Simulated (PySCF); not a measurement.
PySCF input file for C7H7, SMILES [CH2]c1ccccc1, multiplicity 2, ωB97X-D3(BJ)/def2-SVP. 

```python
import numpy as np
from pyscf import gto, scf, dft
from pyscf.geomopt import geometric_solver

mol = gto.M(
    atom='''
    C     0.00000000   -0.00000000    2.37129610
    C    -0.00000000    0.00000000    0.99266530
    C    -0.00000000   -1.21437220    0.24968446
    C     0.00000000   -1.20445991   -1.12154197
    C    -0.00000000    0.00000001   -1.82113693
    C     0.00000000    1.20445991   -1.12154197
    C    -0.00000000    1.21437220    0.24968447
    H    -0.00000000   -0.91912169    2.92887276
    H     0.00000000    0.91912169    2.92887276
    H    -0.00000000   -2.14896525    0.79145190
    H    -0.00000000   -2.13736027   -1.66738937
    H    -0.00000000   -0.00000000   -2.90052733
    H     0.00000000    2.13736027   -1.66738936
    H     0.00000000    2.14896524    0.79145190
    ''',
    basis='def2-SVP',
    charge=0,
    spin=1,
    max_memory=1600,
    verbose=3,
)
mf = dft.UKS(mol, xc='wb97x-d3bj').density_fit(auxbasis='def2-universal-jkfit')
mf.grids.level = 3
mf.conv_tol = 1e-9
mf.max_cycle = 100
mf.kernel()
fine, coarse = mf.grids, dft.Grids(mol).set(level=1).build(with_non0tab=True)
for _ in range(3):  # follow internal instabilities
    mf.grids = coarse
    mo, _, stable, _ = mf.stability(return_status=True, nroots=4)
    mf.grids = fine
    if stable:
        break
    mf.kernel(mf.make_rdm1(mo, mf.mo_occ))
grad = mf.nuc_grad_method()
grad.grid_response = mol.nao <= 150
conv, mol_eq = geometric_solver.kernel(grad, convergence_set='GAU_TIGHT', maxsteps=100)
print(mol_eq.tostring(format='xyz'))
mf.reset(mol_eq)
mf.kernel()
```

Log of the run:

```

WARN: HOMO -0.162509693773169 >= LUMO -0.162509693773169

converged SCF energy = -270.851977026713  <S^2> = 0.81394589  2S+1 = 2.0629551
<class 'pyscf.df.df_jk.DFUKS'> wavefunction is stable in the internal stability analysis
[banner and settings of the optimiser left out]
Geometry optimization cycle 1
Cartesian coordinates (Angstrom)
 Atom        New coordinates             dX        dY        dZ
   C   0.000000   0.000000   2.371296    0.000000  0.000000  0.000000
   C   0.000000   0.000000   0.992665    0.000000  0.000000  0.000000
   C   0.000000  -1.214372   0.249684    0.000000  0.000000  0.000000
   C   0.000000  -1.204460  -1.121542    0.000000  0.000000  0.000000
   C   0.000000   0.000000  -1.821137    0.000000  0.000000  0.000000
   C   0.000000   1.204460  -1.121542    0.000000  0.000000  0.000000
   C   0.000000   1.214372   0.249684    0.000000  0.000000  0.000000
   H   0.000000  -0.919122   2.928873    0.000000  0.000000  0.000000
   H   0.000000   0.919122   2.928873    0.000000  0.000000  0.000000
   H   0.000000  -2.148965   0.791452    0.000000  0.000000  0.000000
   H   0.000000  -2.137360  -1.667389    0.000000  0.000000  0.000000
   H   0.000000   0.000000  -2.900527    0.000000  0.000000  0.000000
   H   0.000000   2.137360  -1.667389    0.000000  0.000000  0.000000
   H   0.000000   2.148965   0.791452    0.000000  0.000000  0.000000

WARN: Mole.unit (angstrom) is changed to Bohr

converged SCF energy = -270.851977026743  <S^2> = 0.81394303  2S+1 = 2.0629523
--------------- DFUKS_Scanner gradients ---------------
         x                y                z
0 C     0.0000000000    -0.0000000001    -0.0126302745
1 C     0.0000000000     0.0000000033     0.0183286262
2 C    -0.0000000000    -0.0035166315    -0.0072505540
3 C     0.0000000000     0.0015448043     0.0054893262
4 C     0.0000000000     0.0000000105     0.0011930895
5 C     0.0000000000    -0.0015448152     0.0054893170
6 C     0.0000000000     0.0035166433    -0.0072505404
7 H     0.0000000000     0.0117379674    -0.0065982509
8 H     0.0000000000    -0.0117379667    -0.0065982494
9 H    -0.0000000000     0.0089012606    -0.0046827253
10 H    -0.0000000000     0.0084308472     0.0045257035
11 H     0.0000000000    -0.0000000011     0.0101415583
12 H     0.0000000000    -0.0084308512     0.0045257043
13 H    -0.0000000000    -0.0089012731    -0.0046827321
----------------------------------------------
cycle 1: E = -270.851977027  dE = -270.852  norm(grad) = 0.0392776
Step    0 : Gradient = 1.050e-02/1.833e-02 (rms/max) Energy = -270.8519770267
Hessian Eigenvalues: 2.30000e-02 2.30000e-02 2.30000e-02 ... 4.93534e-01 4.94168e-01 5.07347e-01

Geometry optimization cycle 2
Cartesian coordinates (Angstrom)
 Atom        New coordinates             dX        dY        dZ
   C  -0.000000   0.001614   2.405673   -0.000000  0.001614  0.034377
   C  -0.000000  -0.000697   0.999352   -0.000000 -0.000697  0.006687
   C  -0.000000  -1.220640   0.249439   -0.000000 -0.006268 -0.000245
   C  -0.000000  -1.214497  -1.138165   -0.000000 -0.010037 -0.016623
   C  -0.000000  -0.000049  -1.846191   -0.000000 -0.000049 -0.025054
   C  -0.000000   1.214076  -1.137612   -0.000000  0.009616 -0.016070
   C  -0.000000   1.219587   0.249995   -0.000000  0.005215  0.000310
   H  -0.000000  -0.936422   2.969568   -0.000000 -0.017300  0.040695
   H  -0.000000   0.938303   2.971803   -0.000000  0.019181  0.042930
   H  -0.000000  -2.169278   0.796459   -0.000000 -0.020313  0.005007
   H  -0.000000  -2.162019  -1.686919   -0.000000 -0.024659 -0.019530
   H  -0.000000   0.000200  -2.940460   -0.000000  0.000200 -0.039933
   H  -0.000000   2.161847  -1.685935   -0.000000  0.024487 -0.018545
   H  -0.000000   2.167975   0.797447   -0.000000  0.019010  0.005995
converged SCF energy = -270.854436690728  <S^2> = 0.8168124  2S+1 = 2.0657322
--------------- DFUKS_Scanner gradients ---------------
         x                y                z
0 C    -0.0000000000     0.0006913833    -0.0028675957
1 C    -0.0000000000    -0.0005991449     0.0078031431
2 C     0.0000000000    -0.0017318038    -0.0027919075
3 C    -0.0000000000    -0.0018281489     0.0008358251
4 C     0.0000000000     0.0000042949    -0.0025114964
5 C    -0.0000000000     0.0017624438     0.0008441057
6 C    -0.0000000000     0.0017777530    -0.0024097326
7 H    -0.0000000000    -0.0006060251     0.0006860642
8 H     0.0000000000     0.0005113649     0.0010611785
9 H     0.0000000000    -0.0002412078     0.0006105353
10 H     0.0000000000    -0.0004921687    -0.0005995503
11 H     0.0000000000     0.0000016586    -0.0006945074
12 H     0.0000000000     0.0004932026    -0.0005842450
13 H     0.0000000000     0.0002563963     0.0006181718
----------------------------------------------
cycle 2: E = -270.854436691  dE = -0.00245966  norm(grad) = 0.0104235
[...]
   C  -0.000000  -1.212448  -1.136069   -0.000000 -0.000019  0.000114
   C  -0.000000   0.000007  -1.841426   -0.000000 -0.000038  0.000029
   C  -0.000000   1.212460  -1.136075   -0.000000  0.000038 -0.000048
   C  -0.000000   1.218545   0.251204    0.000000  0.000182 -0.000034
   H  -0.000000  -0.937984   2.964136   -0.000000 -0.000394 -0.000810
   H  -0.000000   0.938044   2.963970   -0.000000 -0.000151  0.000453
   H  -0.000000  -2.167233   0.796383    0.000000  0.000059  0.000207
   H  -0.000000  -2.159921  -1.682860   -0.000000 -0.000052  0.000156
   H  -0.000000   0.000004  -2.934807   -0.000000 -0.000111  0.000021
   H  -0.000000   2.159942  -1.682852   -0.000000 -0.000004 -0.000134
   H  -0.000000   2.167196   0.796391    0.000000  0.000224 -0.000085
converged SCF energy = -270.854531408602  <S^2> = 0.81396253  2S+1 = 2.0629712
--------------- DFUKS_Scanner gradients ---------------
         x                y                z
0 C    -0.0000000000    -0.0000135608    -0.0000081884
1 C     0.0000000000     0.0000097075     0.0000100940
2 C    -0.0000000000    -0.0000072737     0.0000008799
3 C     0.0000000000    -0.0000020910     0.0000022787
4 C     0.0000000000     0.0000009343    -0.0000054788
5 C    -0.0000000000     0.0000093942    -0.0000036783
6 C    -0.0000000000     0.0000007015    -0.0000045534
7 H     0.0000000000     0.0000047297     0.0000100810
8 H    -0.0000000000    -0.0000021425    -0.0000006512
9 H     0.0000000000     0.0000001826     0.0000008165
10 H     0.0000000000     0.0000002178     0.0000001344
11 H    -0.0000000000     0.0000003618    -0.0000004464
12 H     0.0000000000    -0.0000001159    -0.0000007263
13 H     0.0000000000    -0.0000010475    -0.0000005649
----------------------------------------------
cycle 9: E = -270.854531409  dE = -8.89796e-08  norm(grad) = 2.82183e-05
Step    8 : Displace = 3.051e-04/8.999e-04 (rms/max) Trust = 3.065e-04 (-) Grad = 7.542e-06/1.584e-05 (rms/max) E (change) = -270.8545314086 (-8.898e-08) Quality = 0.968
Hessian Eigenvalues: 2.30000e-02 2.30000e-02 2.30000e-02 ... 5.01214e-01 5.47091e-01 6.17536e-01

Geometry optimization cycle 10
Cartesian coordinates (Angstrom)
 Atom        New coordinates             dX        dY        dZ
   C  -0.000000   0.000010   2.402902    0.000000  0.000030 -0.000007
   C  -0.000000   0.000002   0.992336    0.000000  0.000017 -0.000011
   C  -0.000000  -1.218551   0.251204    0.000000  0.000024 -0.000003
   C  -0.000000  -1.212467  -1.136068    0.000000 -0.000019  0.000001
   C  -0.000000  -0.000007  -1.841397   -0.000000 -0.000014  0.000029
   C  -0.000000   1.212447  -1.136060    0.000000 -0.000013  0.000015
   C  -0.000000   1.218558   0.251214    0.000000  0.000013  0.000010
   H  -0.000000  -0.938024   2.964011   -0.000000 -0.000040 -0.000125
   H  -0.000000   0.938048   2.964008    0.000000  0.000004  0.000038
   H   0.000000  -2.167203   0.796389    0.000000  0.000030  0.000007
   H  -0.000000  -2.159945  -1.682852    0.000000 -0.000024  0.000009
   H  -0.000000  -0.000004  -2.934777    0.000000 -0.000009  0.000030
   H  -0.000000   2.159923  -1.682846    0.000000 -0.000019  0.000005
   H  -0.000000   2.167214   0.796393    0.000000  0.000018  0.000003
converged SCF energy = -270.854531410048  <S^2> = 0.81396351  2S+1 = 2.0629721
--------------- DFUKS_Scanner gradients ---------------
         x                y                z
0 C    -0.0000000000     0.0000023001    -0.0000017400
1 C    -0.0000000000    -0.0000023782    -0.0000022551
2 C     0.0000000000     0.0000103561    -0.0000010086
3 C    -0.0000000000    -0.0000059653    -0.0000043188
4 C    -0.0000000000     0.0000013510     0.0000095003
5 C     0.0000000000    -0.0000005177    -0.0000029484
6 C     0.0000000000    -0.0000053166     0.0000034937
7 H    -0.0000000000     0.0000003664    -0.0000006526
8 H     0.0000000000    -0.0000001754     0.0000004926
9 H     0.0000000000     0.0000008553    -0.0000012892
10 H    -0.0000000000    -0.0000015347    -0.0000008997
11 H     0.0000000000    -0.0000004937     0.0000013826
12 H    -0.0000000000     0.0000007696     0.0000003151
13 H     0.0000000000     0.0000003932    -0.0000000910
----------------------------------------------
cycle 10: E = -270.85453141  dE = -1.4457e-09  norm(grad) = 1.8234e-05
Step    9 : Displace = 4.298e-05/1.314e-04 (rms/max) Trust = 4.335e-04 (+) Grad = 4.873e-06/1.041e-05 (rms/max) E (change) = -270.8545314100 (-1.446e-09) Quality = 0.659
Hessian Eigenvalues: 2.30000e-02 2.30000e-02 2.30000e-02 ... 5.43223e-01 5.46310e-01 6.48622e-01

Geometry optimization cycle 11
Cartesian coordinates (Angstrom)
 Atom        New coordinates             dX        dY        dZ
   C  -0.000000   0.000011   2.402909    0.000000  0.000001  0.000007
   C  -0.000000   0.000001   0.992341    0.000000 -0.000001  0.000006
   C  -0.000000  -1.218561   0.251221    0.000000 -0.000010  0.000017
   C  -0.000000  -1.212433  -1.136051    0.000000  0.000033  0.000017
   C  -0.000000  -0.000003  -1.841430    0.000000  0.000004 -0.000033
   C  -0.000000   1.212433  -1.136062   -0.000000 -0.000014 -0.000003
   C  -0.000000   1.218555   0.251211   -0.000000 -0.000003 -0.000003
   H  -0.000000  -0.938037   2.963998    0.000000 -0.000012 -0.000014
   H  -0.000000   0.938045   2.964021   -0.000000 -0.000003  0.000013
   H   0.000000  -2.167218   0.796399    0.000000 -0.000015  0.000010
   H  -0.000000  -2.159913  -1.682829    0.000000  0.000032  0.000023
   H  -0.000000  -0.000007  -2.934811    0.000000 -0.000003 -0.000034
   H  -0.000000   2.159913  -1.682843   -0.000000 -0.000011  0.000004
   H  -0.000000   2.167214   0.796385   -0.000000 -0.000000 -0.000008
converged SCF energy = -270.854531409719  <S^2> = 0.81396447  2S+1 = 2.0629731
--------------- DFUKS_Scanner gradients ---------------
         x                y                z
0 C     0.0000000000     0.0000032093     0.0000021714
1 C    -0.0000000000    -0.0000008285    -0.0000085333
2 C     0.0000000000    -0.0000041384     0.0000004439
3 C     0.0000000000     0.0000112307     0.0000059418
4 C    -0.0000000000    -0.0000015877    -0.0000085001
5 C    -0.0000000000    -0.0000096882     0.0000059958
6 C    -0.0000000000     0.0000016849     0.0000024506
7 H    -0.0000000000    -0.0000018463    -0.0000016847
8 H     0.0000000000     0.0000008671     0.0000004699
9 H    -0.0000000000    -0.0000009675     0.0000011761
10 H     0.0000000000     0.0000032527     0.0000014769
11 H     0.0000000000     0.0000003096    -0.0000016843
12 H    -0.0000000000    -0.0000011733     0.0000001543
13 H     0.0000000000    -0.0000003382     0.0000001061
----------------------------------------------
cycle 11: E = -270.85453141  dE = 3.28782e-10  norm(grad) = 2.25269e-05
Step   10 : Displace = 2.226e-05/3.934e-05 (rms/max) Trust = 4.335e-04 (=) Grad = 6.021e-06/1.271e-05 (rms/max) E (change) = -270.8545314097 (+3.288e-10) Quality = -0.417
Hessian Eigenvalues: 2.30000e-02 2.30000e-02 2.30000e-02 ... 5.43223e-01 5.46310e-01 6.48622e-01
Converged! =D

14
XYZ from PySCF
C          -0.00000000        0.00001105        2.40290931
C          -0.00000000        0.00000098        0.99234148
C          -0.00000000       -1.21856099        0.25122147
C          -0.00000000       -1.21243326       -1.13605133
C          -0.00000000       -0.00000320       -1.84142970
C          -0.00000000        1.21243305       -1.13606236
C          -0.00000000        1.21855532        0.25121117
H          -0.00000000       -0.93803663        2.96399775
H          -0.00000000        0.93804474        2.96402093
H           0.00000000       -2.16721837        0.79639910
H          -0.00000000       -2.15991275       -1.68282890
H          -0.00000000       -0.00000740       -2.93481090
H          -0.00000000        2.15991275       -1.68284261
H          -0.00000000        2.16721389        0.79638527
converged SCF energy = -270.854531409729  <S^2> = 0.81396871  2S+1 = 2.0629772
```

Self-consistency was reached.

Cost: around 9 core-minutes (rough).
